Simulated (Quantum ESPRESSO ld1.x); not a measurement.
Species: In XXXIV. Configuration: [Ne] 3s2 3p4.

Method: Dirac Kohn-Sham, PBE, spin-unpolarised, spherical densities, point nucleus; open shells fill j = l - 1/2 first; computed with ld1.x of Quantum ESPRESSO 7.5.

Energy parts (eV):
| part | energy |
|---|---|
| total | -137088 |
| kinetic | 145182 |
| electron-nucleus | -300859 |
| Hartree | 21338 |
| exchange-correlation | -2749 |

Orbitals (lengths in bohr, moments of r in powers of bohr; r(90%) holds 90 % of the orbital's charge):
orbital,occ.,eigenvalue (eV),<r>,<1/r>,r(90%),<r^2>,small-component weight
1s1/2,2,-29528.3,0.02971,51.87,0.0533,0.001194,3.23e-02
2s1/2,2,-5884.63,0.1266,12.15,0.196,0.01891,6.98e-03
2p1/2,2,-5622.84,0.1071,12.09,0.175,0.01404,6.96e-03
2p3/2,4,-5407.33,0.1122,11.31,0.182,0.01527,6.67e-03
3s1/2,2,-2224.23,0.3127,4.809,0.454,0.1113,2.53e-03
3p1/2,2,-2129.29,0.2985,4.745,0.443,0.1030,2.49e-03
3p3/2,2,-2077.71,0.3064,4.545,0.453,0.1083,2.42e-03
3d3/2,0,-1937.20,0.2681,4.419,0.410,0.08310,2.29e-03
3d5/2,0,-1925.17,0.2705,4.367,0.413,0.08449,2.27e-03
4s1/2,0,-1149.93,0.5930,2.511,0.834,0.3954,1.25e-03
4p1/2,0,-1110.04,0.5854,2.478,0.832,0.3882,1.23e-03
4p3/2,0,-1090.77,0.5960,2.403,0.846,0.4022,1.20e-03

The highest occupied level is 3p3/2 at -2077.7 eV. The density falls to 0.001 e/bohr^3 at r = 0.87 bohr. For comparison, the ionisation energy in NIST's Atomic Spectra Database is 2111 eV (semi-empirical). In exact Kohn-Sham theory the highest level is minus the ionisation energy, but local and semilocal functionals leave it too shallow, through self-interaction and a potential that decays too fast; potentials with the right tail come closer. Summed over all electrons, <r^2> = 0.7745 bohr^2, which gives a Langevin (diamagnetic) susceptibility term of -0.613 x 10^-6 cm^3/mol.

Beside tabulated values, note that spin-unpolarised runs miss the spin-polarisation part of the exchange energy of open shells.
